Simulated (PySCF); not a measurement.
Computed with PySCF 2.14.0, delta-SCF UKS SCAN, pcX-2 on the ionised atom, pcseg-1 elsewhere, spin-free X2C. Geometries: PBE0-D3(BJ)/def2-SVP; isolated species, one conformer each. Values against the vacuum level.

Question: Order these sites by rising C 1s binding energy.
A. C6 in `[CH3:1][B:2]([CH3:3])[N:4]([CH3:5])[CH:6]=[O:7]`
B. C1 in `[CH3:1][c:2]1[cH:3][cH:4][c:5]([OH:6])[cH:7][cH:8]1`
C. C2 in `[CH3:1][CH2:2][O:3][SiH2:4][F:5]`
D. Carbon in `C[SiH2]O`

Answer: D (290.37 eV), B (290.62 eV), C (292.61 eV), A (293.69 eV).

The highest is bonded to O (double bond), N and H, the lowest to 3 H and Si; the range is 3.32 eV.

Question: Order these sites by rising O 1s binding energy.
A. Oxygen in `CB(N(C=O)C)C`
B. Oxygen in `CCO[SiH2]F`
C. Oxygen in `c1(ccc(C)cc1)O`

Answer: A (537.33 eV), B (538.39 eV), C (539.25 eV).

From the lowest up, the atoms are bonded to: C (double bond) (537.33); C and Si (538.39); C and H (539.25).
